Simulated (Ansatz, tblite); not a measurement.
Forces on the cluster B₈N⁺ at its PBE0-D4/def2-SVP geometry. The state is a singlet with charge 1.

The xTB rows come from tblite. The structure comes from a short search, and lower isomers may exist.

GFN1-xTB (tblite), largest force 2.28 eV/Å:

```xyz
9
positions Å, forces eV/Å
N    -1.813    0.496    1.673   -0.466    0.119    0.269
B    -0.906    1.261    1.062    1.166    1.330   -0.976
B    -1.331   -0.640    1.165    0.469   -1.792   -0.806
B     1.253    1.069   -1.208   -0.134    0.501   -0.435
B     0.653   -1.618   -1.062   -0.344   -0.439   -0.384
B    -0.356   -1.484    0.165   -0.193    0.600    0.305
B     1.480   -0.421   -1.668    0.074   -0.049   -0.600
B     0.311    1.503    0.002   -0.423   -0.426    0.361
B     0.709   -0.165   -0.129   -0.150    0.157    2.267
```

GFN2-xTB (tblite), largest force 1.06 eV/Å:

```
N 0.706 -0.190 -0.599
B 0.391 0.623 -0.527
B 0.078 -0.781 -0.451
B -0.517 -0.681 0.356
B -0.171 0.869 0.272
B 0.208 1.040 0.053
B -0.674 0.171 0.370
B -0.252 -1.018 0.165
B 0.232 -0.032 0.362
```

r2SCAN-D4/def2-TZVP (Ansatz), largest force 0.38 eV/Å:

```
N -0.170 0.044 0.108
B 0.296 0.039 -0.239
B 0.245 -0.185 -0.227
B -0.159 -0.224 0.151
B -0.046 0.285 0.124
B -0.016 0.222 -0.026
B -0.201 0.058 0.244
B -0.109 -0.195 -0.003
B 0.161 -0.043 -0.132
```
